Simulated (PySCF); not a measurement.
Os²⁺: excitation energy

Os²⁺ [Xe] 4f14 5d6 (5D) → Os²⁺ [Xe] 4f14 5d5 6s1 (7S), as a difference of total energies. Calculation: PySCF 2.14, in def2-QZVPPD with the def2 core potential (60 electrons) (7s5p4d4f2g, 88 functions); a scalar-relativistic core potential. Correlated levels: valence: 5s2 5p6 frozen; valence and next inner shell: nothing frozen outside the core potential. The calculations carry no spin-orbit coupling.

| method | excitation energy (eV) |
| --- | --- |
| UHF | -0.561 |
| LDA | -0.141 |
| PBE | -0.047 |
| PBE0 | 0.020 |
| r2SCAN | -0.522 |
| B97-3 | 0.502 |
| BP86 | 0.079 |
| MP2 (valence) | 0.068 |
| SCS-MP2 (valence) | 0.723 |
| MP2 (valence and next inner shell) | -0.315 |
| SCS-MP2 (valence and next inner shell) | 0.138 |

Task: Estimate what CAM-B3LYP gives.

Result: 0.379 eV, closest to B97-3 among the rows shown.

Task: Estimate what HSE06 gives.

Result: 0.024 eV, closest to PBE0 among the rows shown.
